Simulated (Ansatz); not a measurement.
Two isomers of C2H6O2SSi: A = `OC(=S)OC[SiH3]`, B = `C=C[Si](O)(O)S`.

Calculated with Ansatz (gas phase, PBE0-D4/def2-TZVP geometries, no zero-point term in ΔE). CCSD(T)/CBS is the MP2 limit (def2-TZVPP, def2-QZVPP) plus CCSD(T) − MP2 in def2-TZVPP, frozen cores. Functionals use def2-TZVPP. B3LYP here is the variant with VWN-RPA as its local correlation; programs differ in this. Each species was taken in one conformer, which may not be the lowest.

**Question.** Which is lower in electronic energy at CCSD(T)/CBS, and by how much? (An estimate is asked.)

**Answer.** Computed: B, by 419.8 kJ/mol.

**Question.** Give E(B) − E(A) in kJ/mol with B2PLYP, CCSD/def2-TZVPP, ωB97M-V, B3LYP-D4, PBE-D4, HF/def2-TZVPP, B3LYP. (Best estimate.)

**Answer.** Ansatz gave: B2PLYP -398.7, CCSD/def2-TZVPP -415.0, ωB97M-V -401.9, B3LYP-D4 -392.8, PBE-D4 -364.8, HF/def2-TZVPP -412.9, B3LYP -385.6. None reverses the order clearly.

Largest T1 diagnostic: 0.015.

From PBE to PBE0 (25 % exact exchange), in def2-TZVPP and without D4, E(B) − E(A) moves by −20.2 kJ/mol. The D4 term adds −7.2 kJ/mol with B3LYP and −3.8 kJ/mol with PBE0; it sums over pairs of atoms, weighted by their polarisabilities, and B3LYP, whose exchange is more repulsive, gets the larger term.
